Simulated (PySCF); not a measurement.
Cs(I) anion (CsI), SMILES [I][Cs] (connectivity only; charge and spin as stated), charge -1, multiplicity 2. The structure is a stationary point at PBE-D3(BJ)/def2-TZVPD. The spin state was assumed, not searched. The def2 effective core potentials stand for the cores of Cs, I; spin–orbit coupling is left out.

All values below come from PBE-D3(BJ)/def2-TZVPD (PySCF).

Harmonic wavenumbers (cm⁻¹): 81. Rotational constants (GHz): 0.6150 (linear); symmetry number 1.

Problem. Work out the zero-point energy and the ideal-gas rigid-rotor harmonic-oscillator thermochemistry at 298.15 K and 1 atm.

Solution. ZPE = ½ Σ hcν = ½ × 81 cm⁻¹ = 0.48 kJ/mol. H − E(el) = 11.19 kJ/mol. Entropy in J/(mol K): translation 178.09, rotation 84.98, vibration 16.19, spin 5.76, total 285.02. G − E(el) = -73.79 kJ/mol. Cp = 37.31 J/(mol K). Modes under 150 cm⁻¹ make the vibrational entropy uncertain.
